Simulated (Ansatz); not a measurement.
Species: C$_{2}$H$_{7}$GeO, charge 0, multiplicity 2. It need not be the lowest isomer of its formula. 
Coordinates optimised at B3LYP-D3(BJ)/def2-TZVP (Ansatz, a program for electronic structure):
```xyz
11

C     -2.4790    -0.1652     0.1334
C     -1.2986    -0.4245     1.0535
O     -0.1487    -0.8556     0.3376
Ge     0.9791     0.3279    -0.4048
H     -2.2632     0.6573    -0.5524
H     -2.7014    -1.0538    -0.4589
H     -3.3661     0.0981     0.7139
H     -1.5386    -1.2271     1.7567
H     -1.0729     0.4715     1.6458
H      2.2655    -0.5109    -0.6323
H      1.2017     1.4545     0.6576
```
Charge 0, spin multiplicity 2.

Dipole moments at this geometry, in debye (magnitudes).

```
level                 program  dipole (D)
--------------------  -------  ----------
BLYP/def2-TZVPD        Ansatz        1.16
r2SCAN/def2-TZVPD      Ansatz        1.12
B97M-V/def2-TZVPD      Ansatz        1.14
B3LYP/def2-TZVPD       Ansatz        1.16
PBE0/def2-TZVPD        Ansatz        1.13
r2SCANh/def2-TZVPD     Ansatz        1.13
r2SCAN0/def2-TZVPD     Ansatz        1.15
HSE06/def2-TZVPD       Ansatz        1.13
CAM-B3LYP/def2-TZVPD   Ansatz        1.19
LC-wPBE/def2-TZVPD     Ansatz           …
wB97M-V/def2-TZVPD     Ansatz        1.17
wB97X-V/def2-TZVPD     Ansatz        1.16
CCSD(T)/aug-cc-pVDZ    Ansatz           …
```

### Question
Some entries are withheld; supply them.

### Answer

- LC-wPBE/def2-TZVPD, dipole (D): 1.19
- CCSD(T)/aug-cc-pVDZ, dipole (D): 1.15
